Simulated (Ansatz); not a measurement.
These are Ansatz (a quantum-chemistry and plane-wave program) with B3LYP-D3(BJ)/def2-TZVP values and carry that method's errors. No frequencies were computed at this level.

Ansatz 0.2 input:
```yaml
crystal:
  periodic: [false, false, false]
  atoms:
    - { symbol: O, position_ang: [1.147645, -0.106549, -0.296426] }
    - { symbol: C, position_ang: [0.046892, 0.568792, 0.166304] }
    - { symbol: O, position_ang: [-1.185358, -0.031229, 0.106954] }
    - { symbol: H, position_ang: [1.079179, -1.048282, -0.096329] }
    - { symbol: H, position_ang: [0.023926, 1.595581, -0.158309] }
    - { symbol: H, position_ang: [-1.112284, -0.978315, 0.277807] }
basis:
  gaussian: { orbitals: def2-tzvp }
hamiltonian:
  xc: b3lyp
  dispersion: d3bj
relax:
  max_steps: 150
magnetization:
  spin_polarized: true
  initial_magnetization: 1
```

Output:

```
[...]
614 factors; their error is unknown
mean field -5180.30215352 eV, -190.3725928071 hartree, gradient 1.5e-5 eV, S^2 0.752726; 0 other end points of the search recorded, 0 dependent functions left out
reference -5180.30235149 eV, -190.3726000820 hartree; 13, 12 occupied and 98, 99 virtual orbitals, 614 factors
relax step  15: F+E_penalty+E_count = -5180.40583841 eV  Δ(F+E_penalty+E_count) = -6.910e-4 eV  max|allowed force component| = 1.323e-1 eV/Å  Δτ_max = 0.0385 Å  (32 SCF iters, accepted)
these checks for a lower state are left out or cut short: starts, cluster_reference, orbital_swaps, neighbouring_geometries, increment
614 factors; their error is unknown
mean field -5180.30215539 eV, -190.3725928757 hartree, gradient 2.0e-5 eV, S^2 0.752727; 0 other end points of the search recorded, 0 dependent functions left out
reference -5180.30235334 eV, -190.3726001502 hartree; 13, 12 occupied and 98, 99 virtual orbitals, 614 factors
relax step  16: F+E_penalty+E_count = -5180.40583853 eV  Δ(F+E_penalty+E_count) = -1.255e-7 eV  max|allowed force component| = 1.399e-1 eV/Å  Δτ_max = 0.0027 Å  (33 SCF iters, accepted)
these checks for a lower state are left out or cut short: starts, cluster_reference, orbital_swaps, neighbouring_geometries, increment
614 factors; their error is unknown
mean field evaluation 128: about -5180.2755 eV, gradient 2.9e-1 eV
mean field -5180.27571099 eV, -190.3716210618 hartree, gradient 9.9e-6 eV, S^2 0.752841; 0 other end points of the search recorded, 0 dependent functions left out
reference -5180.27590759 eV, -190.3716282867 hartree; 13, 12 occupied and 98, 99 virtual orbitals, 614 factors
relax step  17: F+E_penalty+E_count = -5180.37913880 eV  Δ(F+E_penalty+E_count) = +2.670e-2 eV  max|allowed force component| = 1.543e0 eV/Å  Δτ_max = 0.1646 Å  (38 SCF iters, rejected (line search))
these checks for a lower state are left out or cut short: starts, cluster_reference, orbital_swaps, neighbouring_geometries, increment
614 factors; their error is unknown
mean field -5180.30645139 eV, -190.3727507506 hartree, gradient 1.7e-5 eV, S^2 0.752764; 0 other end points of the search recorded, 0 dependent functions left out
reference -5180.30664844 eV, -190.3727579921 hartree; 13, 12 occupied and 98, 99 virtual orbitals, 614 factors
relax step  18: F+E_penalty+E_count = -5180.41006007 eV  Δ(F+E_penalty+E_count) = -4.222e-3 eV  max|allowed force component| = 2.010e-1 eV/Å  Δτ_max = 0.0823 Å  (32 SCF iters, accepted)
these checks for a lower state are left out or cut short: starts, cluster_reference, orbital_swaps, neighbouring_geometries, increment
614 factors; their error is unknown
mean field -5180.31353361 eV, -190.3730110176 hartree, gradient 1.5e-5 eV, S^2 0.752831; 0 other end points of the search recorded, 0 dependent functions left out
reference -5180.31372975 eV, -190.3730182255 hartree; 13, 12 occupied and 98, 99 virtual orbitals, 614 factors
relax step  19: F+E_penalty+E_count = -5180.41721861 eV  Δ(F+E_penalty+E_count) = -7.159e-3 eV  max|allowed force component| = 7.593e-2 eV/Å  Δτ_max = 0.0844 Å  (32 SCF iters, accepted)
these checks for a lower state are left out or cut short: starts, cluster_reference, orbital_swaps, neighbouring_geometries, increment
614 factors; their error is unknown
mean field -5180.31640632 eV, -190.3731165876 hartree, gradient 1.8e-5 eV, S^2 0.752825; 0 other end points of the search recorded, 0 dependent functions left out
reference -5180.31660218 eV, -190.3731237853 hartree; 13, 12 occupied and 98, 99 virtual orbitals, 614 factors
relax step  20: F+E_penalty+E_count = -5180.42011429 eV  Δ(F+E_penalty+E_count) = -2.896e-3 eV  max|allowed force component| = 3.052e-1 eV/Å  Δτ_max = 0.0501 Å  (32 SCF iters, accepted)
these checks for a lower state are left out or cut short: starts, cluster_reference, orbital_swaps, neighbouring_geometries, increment
614 factors; their error is unknown
mean field evaluation 160: about -5180.3165 eV, gradient 1.0e-5 eV
mean field -5180.31652151 eV, -190.3731208210 hartree, gradient 1.0e-5 eV, S^2 0.752829; 0 other end points of the search recorded, 0 dependent functions left out
reference -5180.31671734 eV, -190.3731280173 hartree; 13, 12 occupied and 98, 99 virtual orbitals, 614 factors
relax step  21: F+E_penalty+E_count = -5180.42021402 eV  Δ(F+E_penalty+E_count) = -9.973e-5 eV  max|allowed force component| = 3.640e-1 eV/Å  Δτ_max = 0.0163 Å  (35 SCF iters, accepted)
these checks for a lower state are left out or cut short: starts, cluster_reference, orbital_swaps, neighbouring_geometries, increment
614 factors; their error is unknown
mean field -5180.30272697 eV, -190.3726138810 hartree, gradient 9.9e-6 eV, S^2 0.752936; 0 other end points of the search recorded, 0 dependent functions left out
reference -5180.30292439 eV, -190.3726211358 hartree; 13, 12 occupied and 98, 99 virtual orbitals, 614 factors
relax step  22: F+E_penalty+E_count = -5180.40591706 eV  Δ(F+E_penalty+E_count) = +1.430e-2 eV  max|allowed force component| = 1.241e0 eV/Å  Δτ_max = 0.1989 Å  (38 SCF iters, rejected (line search))
these checks for a lower state are left out or cut short: starts, cluster_reference, orbital_swaps, neighbouring_geometries, increment
614 factors; their error is unknown
mean field -5180.32481862 eV, -190.3734257338 hartree, gradient 1.0e-5 eV, S^2 0.752861; 0 other end points of the search recorded, 0 dependent functions left out
reference -5180.32501464 eV, -190.3734329376 hartree; 13, 12 occupied and 98, 99 virtual orbitals, 614 factors
relax step  23: F+E_penalty+E_count = -5180.42830880 eV  Δ(F+E_penalty+E_count) = -8.095e-3 eV  max|allowed force component| = 2.854e-1 eV/Å  Δτ_max = 0.0866 Å  (34 SCF iters, accepted)
these checks for a lower state are left out or cut short: starts, cluster_reference, orbital_swaps, neighbouring_geometries, increment
614 factors; their error is unknown
mean field -5180.33008528 eV, -190.3736192801 hartree, gradient 2.4e-5 eV, S^2 0.752857; 0 other end points of the search recorded, 0 dependent functions left out
reference -5180.33028348 eV, -190.3736265639 hartree; 13, 12 occupied and 98, 99 virtual orbitals, 614 factors
relax step  24: F+E_penalty+E_count = -5180.43322769 eV  Δ(F+E_penalty+E_count) = -4.919e-3 eV  max|allowed force component| = 5.530e-1 eV/Å  Δτ_max = 0.0979 Å  (32 SCF iters, accepted)
these checks for a lower state are left out or cut short: starts, cluster_reference, orbital_swaps, neighbouring_geometries, increment
614 factors; their error is unknown
mean field -5180.35571345 eV, -190.3745610980 hartree, gradient 1.1e-5 eV, S^2 0.752787; 0 other end points of the search recorded, 0 dependent functions left out
reference -5180.35591254 eV, -190.3745684147 hartree; 13, 12 occupied and 98, 99 virtual orbitals, 614 factors
relax step  25: F+E_penalty+E_count = -5180.45846709 eV  Δ(F+E_penalty+E_count) = -2.524e-2 eV  max|allowed force component| = 6.691e-1 eV/Å  Δτ_max = 0.1495 Å  (39 SCF iters, accepted)
these checks for a lower state are left out or cut short: starts, cluster_reference, orbital_swaps, neighbouring_geometries, increment
614 factors; their error is unknown
mean field evaluation 192: about -5180.3678 eV, gradient 3.2e-2 eV
mean field -5180.36935223 eV, -190.3750623139 hartree, gradient 2.7e-5 eV, S^2 0.752802; 0 other end points of the search recorded, 0 dependent functions left out
reference -5180.36955072 eV, -190.3750696084 hartree; 13, 12 occupied and 98, 99 virtual orbitals, 614 factors
relax step  26: F+E_penalty+E_count = -5180.47217600 eV  Δ(F+E_penalty+E_count) = -1.371e-2 eV  max|allowed force component| = 3.375e-1 eV/Å  Δτ_max = 0.0481 Å  (33 SCF iters, accepted)
these checks for a lower state are left out or cut short: starts, cluster_reference, orbital_swaps, neighbouring_geometries, increment
614 factors; their error is unknown
mean field -5180.39116666 eV, -190.3758639796 hartree, gradient 2.7e-5 eV, S^2 0.752720; 0 other end points of the search recorded, 0 dependent functions left out
reference -5180.39136541 eV, -190.3758712835 hartree; 13, 12 occupied and 98, 99 virtual orbitals, 614 factors
relax step  27: F+E_penalty+E_count = -5180.49382220 eV  Δ(F+E_penalty+E_count) = -2.165e-2 eV  max|allowed force component| = 3.065e-1 eV/Å  Δτ_max = 0.1234 Å  (36 SCF iters, accepted)
these checks for a lower state are left out or cut short: starts, cluster_reference, orbital_swaps, neighbouring_geometries, increment
614 factors; their error is unknown
mean field -5180.38948107 eV, -190.3758020354 hartree, gradient 2.5e-5 eV, S^2 0.752796; 0 other end points of the search recorded, 0 dependent functions left out
reference -5180.38967993 eV, -190.3758093432 hartree; 13, 12 occupied and 98, 99 virtual orbitals, 614 factors
relax step  28: F+E_penalty+E_count = -5180.49175920 eV  Δ(F+E_penalty+E_count) = +2.063e-3 eV  max|allowed force component| = 4.297e-1 eV/Å  Δτ_max = 0.0693 Å  (33 SCF iters, rejected (line search))
these checks for a lower state are left out or cut short: starts, cluster_reference, orbital_swaps, neighbouring_geometries, increment
614 factors; their error is unknown
mean field -5180.39607284 eV, -190.3760442784 hartree, gradient 2.4e-5 eV, S^2 0.752740; 0 other end points of the search recorded, 0 dependent functions left out
reference -5180.39627194 eV, -190.3760515952 hartree; 13, 12 occupied and 98, 99 virtual orbitals, 614 factors
relax step  29: F+E_penalty+E_count = -5180.49855878 eV  Δ(F+E_penalty+E_count) = -4.737e-3 eV  max|allowed force component| = 6.807e-2 eV/Å  Δτ_max = 0.0339 Å  (32 SCF iters, accepted)
these checks for a lower state are left out or cut short: starts, cluster_reference, orbital_swaps, neighbouring_geometries, increment
614 factors; their error is unknown
mean field evaluation 224: about -5180.3951 eV, gradient 5.0e-3 eV
mean field -5180.39511781 eV, -190.3760091815 hartree, gradient 1.6e-5 eV, S^2 0.752744; 0 other end points of the search recorded, 0 dependent functions left out
reference -5180.39531753 eV, -190.3760165211 hartree; 13, 12 occupied and 98, 99 virtual orbitals, 614 factors
relax step  30: F+E_penalty+E_count = -5180.49746146 eV  Δ(F+E_penalty+E_count) = +1.097e-3 eV  max|allowed force component| = 3.982e-1 eV/Å  Δτ_max = 0.0584 Å  (33 SCF iters, rejected (line search))
these checks for a lower state are left out or cut short: starts, cluster_reference, orbital_swaps, neighbouring_geometries, increment
614 factors; their error is unknown
mean field -5180.39704346 eV, -190.3760799478 hartree, gradient 2.2e-5 eV, S^2 0.752740; 0 other end points of the search recorded, 0 dependent functions left out
reference -5180.39724265 eV, -190.3760872682 hartree; 13, 12 occupied and 98, 99 virtual orbitals, 614 factors
relax step  31: F+E_penalty+E_count = -5180.49939400 eV  Δ(F+E_penalty+E_count) = -8.352e-4 eV  max|allowed force component| = 4.098e-2 eV/Å  Δτ_max = 0.0292 Å  (33 SCF iters, accepted)
these checks for a lower state are left out or cut short: starts, cluster_reference, orbital_swaps, neighbouring_geometries, increment
614 factors; their error is unknown
mean field -5180.39738642 eV, -190.3760925513 hartree, gradient 2.4e-5 eV, S^2 0.752749; 0 other end points of the search recorded, 0 dependent functions left out
reference -5180.39758556 eV, -190.3760998696 hartree; 13, 12 occupied and 98, 99 virtual orbitals, 614 factors
relax step  32: F+E_penalty+E_count = -5180.49975433 eV  Δ(F+E_penalty+E_count) = -3.603e-4 eV  max|allowed force component| = 1.313e-2 eV/Å  Δτ_max = 0.0124 Å  (33 SCF iters, accepted)
these checks for a lower state are left out or cut short: starts, cluster_reference, orbital_swaps, neighbouring_geometries, increment
614 factors; their error is unknown
mean field -5180.39741942 eV, -190.3760937642 hartree, gradient 2.4e-5 eV, S^2 0.752746; 0 other end points of the search recorded, 0 dependent functions left out
reference -5180.39761855 eV, -190.3761010819 hartree; 13, 12 occupied and 98, 99 virtual orbitals, 614 factors
relax step  33: F+E_penalty+E_count = -5180.49979412 eV  Δ(F+E_penalty+E_count) = -3.979e-5 eV  max|allowed force component| = 1.288e-2 eV/Å  Δτ_max = 0.0054 Å  (34 SCF iters, accepted)
these checks for a lower state are left out or cut short: starts, cluster_reference, orbital_swaps, neighbouring_geometries, increment
614 factors; their error is unknown
mean field -5180.39743212 eV, -190.3760942309 hartree, gradient 2.4e-5 eV, S^2 0.752748; 0 other end points of the search recorded, 0 dependent functions left out
reference -5180.39763125 eV, -190.3761015490 hartree; 13, 12 occupied and 98, 99 virtual orbitals, 614 factors
relax step  34: F+E_penalty+E_count = -5180.49980698 eV  Δ(F+E_penalty+E_count) = -1.286e-5 eV  max|allowed force component| = 2.340e-3 eV/Å  Δτ_max = 0.0020 Å  (35 SCF iters, accepted)
614 factors; their error is unknown
mean field evaluation 256: about -5180.3959 eV, gradient 1.4e-4 eV
mean field -5180.39743212 eV, -190.3760942309 hartree, gradient 2.4e-5 eV, S^2 0.752748; 1 other end points of the search recorded, 0 dependent functions left out
reference -5180.39763125 eV, -190.3761015490 hartree; 13, 12 occupied and 98, 99 virtual orbitals, 614 factors
Total energy: -5180.50000612 eV, -190.3798637558 hartree
Atom 0 at     0.773774    -0.585887    -0.427987 Å, force     0.001639    -0.000644    -0.000109 eV/Å
Atom 1 at     0.024781     0.337162     0.275329 Å, force    -0.000371    -0.000067     0.000272 eV/Å
Atom 2 at    -1.304706     0.198434     0.039927 Å, force    -0.002340    -0.000035     0.000090 eV/Å
Atom 3 at     1.673412    -0.583989    -0.082496 Å, force    -0.000181    -0.000056    -0.000303 eV/Å
Atom 4 at     0.338799     1.379297     0.216318 Å, force     0.001288     0.001148     0.000096 eV/Å
Atom 5 at    -1.506061    -0.745020    -0.021091 Å, force    -0.000035    -0.000345    -0.000046 eV/Å
Dipole moment:     0.289518    -0.138675     0.067037 e Å
```

Cost: about 100 core-seconds (a rough figure).
